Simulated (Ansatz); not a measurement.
Mulliken charges of `C#C[SiH](F)CF` from r2SCAN/def2-TZVPP in Ansatz (PBE0-D4/def2-TZVP geometry).

| atom | x (Å) | y (Å) | z (Å) | charge (e) |
| --- | --- | --- | --- | --- |
| C1 | 1.527 | 0.033 | 2.127 | -0.054 |
| C2 | 0.743 | -0.284 | 1.267 | -0.359 |
| Si3 | -0.453 | -0.714 | -0.028 | 0.671 |
| F4 | 0.022 | -2.054 | -0.756 | -0.320 |
| C5 | -0.509 | 0.629 | -1.347 | 0.028 |
| F6 | -1.009 | 1.799 | -0.786 | -0.241 |
| H7 | 2.220 | 0.311 | 2.888 | 0.223 |
| H8 | -1.785 | -0.945 | 0.569 | -0.084 |
| H9 | -1.159 | 0.338 | -2.179 | 0.066 |
| H10 | 0.487 | 0.835 | -1.752 | 0.069 |

Question: By hand: the dipole of these point charges (1 e Å = 4.8032 D).

Answer: Σ q r = (0.171, 0.091, 0.137) e Å, of length 0.237 e Å = 1.14 D.

Question: How does the dipole of the full density compare? (Estimate.)

Answer: Computed: (0.159, 0.032, 0.049) e Å, 0.81 D; the point charges give 1.41 times that, at 24° from its direction.

Point charges leave out the atoms' own dipoles, such as those of lone pairs, and Mulliken's split depends on the basis, so the two needn't agree.
